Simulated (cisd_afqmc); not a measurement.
Input (AFQMC/CISD/def2-SVP; cisd_afqmc is a phaseless AFQMC code with CISD trial states that reads the integrals written by Ansatz):

Ansatz 0.2 input:
```python
import cisd_afqmc

open("ham.yaml", "w").write("""\
crystal:
  periodic: [false, false, false]
  atoms:
    - {symbol: In, position_ang: [0.00000000, 0.00000000, 0.00000000]}
    - {symbol: Br, position_ang: [-0.00000000, -0.00000000, -2.36845066]}
    - {symbol: Br, position_ang: [0.00000000, 0.00000000, 2.36845066]}
basis:
  gaussian:
    orbitals: def2-SVP
total_charge: 1
magnetization: {spin_polarized: false}
correlation: {method: ccsd, electrons: outside_noble_gas, hamiltonian_folder: ham}
""")
rep = cisd_afqmc.ansatz("ham.yaml")
e_ccsd = rep["correlation"]["coupled_cluster"]["energy"]["hartree"]
out = cisd_afqmc.run("ham", e_ccsd, trial="CISD", walkers=100, populations=8, threads=8, dt=0.005, steps=40, early=36, settle=10, least=32,
    cut=5e-5, rank_cut=2e-4, target=0.0004, seconds=1500, seed=1, memory=17280, gpu=False)
```

Output:

```
orbitals 53, occupied [8], factors 313 of 945, rank of the doubles 134 of 360
E(HF) = -5333.244729
E(CCSD) on the cut factors = -5333.539085, shift to the whole factors -0.000004
Energy of the trial state on the determinant = -5333.539077
  tau behind 10.8 of longer steps, mean of the populations' last blocks
   2.0  -5333.54958
   4.0  -5333.54929
   6.0  -5333.54812
   8.0  -5333.54857
blocks 397 (0 outliers left out), error by blocks joined: 1: 0.00017, 2: 0.00021, 4: 0.00024, 8: 0.00030, 16: 0.00031
E(AFQMC/CISD) = -5333.54891 +/- 0.00031
```
